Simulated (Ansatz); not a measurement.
This geometry of AlH4OSe (7 atoms, charge 1, multiplicity 1) is a first-order saddle point.

Theory: RKS B3LYP-D4/def2-SVP in Ansatz.

```xyz
7
Properties=species:S:1:pos:R:3
O -0.422 -0.278 -1.680
Se -0.513 -0.905 0.270
Al 0.625 0.624 1.623
H -1.303 -0.093 -2.063
H 0.039 -0.913 -2.264
H 0.180 -0.386 2.774
H 1.393 1.950 1.341
```

Q: Which two structures does it join? (They come from a converged band through this point; their orientation in space is the band's.)

A: Bonds broken: O1–Se2, Al3–H6. Bonds formed: O1–Al3, Se2–H6.

First end point:

```xyz
7
Properties=species:S:1:pos:R:3
O -0.335 -0.184 -1.536
Se -0.656 -1.161 0.195
Al 0.489 0.432 1.607
H -1.163 0.095 -1.977
H 0.202 -0.698 -2.172
H 0.375 -0.128 3.066
H 1.088 1.644 0.818
```

Last end point:

```xyz
7
Properties=species:S:1:pos:R:3
O -0.172 0.012 -1.416
Se -0.789 -1.136 1.712
Al 0.346 0.324 0.395
H -0.811 -0.647 -1.747
H 0.185 0.514 -2.175
H -0.134 -0.555 2.906
H 1.375 1.488 0.325
```

Q: How far does it lie above each of them?

A: 1.1 kcal/mol above the first and 64.2 kcal/mol above the second. This is the barrier of this one path; another mechanism may lie lower. The orbitals stay closed-shell, which can raise the energy where a bond breaks towards radicals; this wasn't checked here.

Time of the run: 2.2 min on 2 threads of Intel(R) Xeon(R) Platinum 8375C CPU @ 2.90GHz (Ice Lake), with other jobs on the host, peak memory 0.19 GiB.
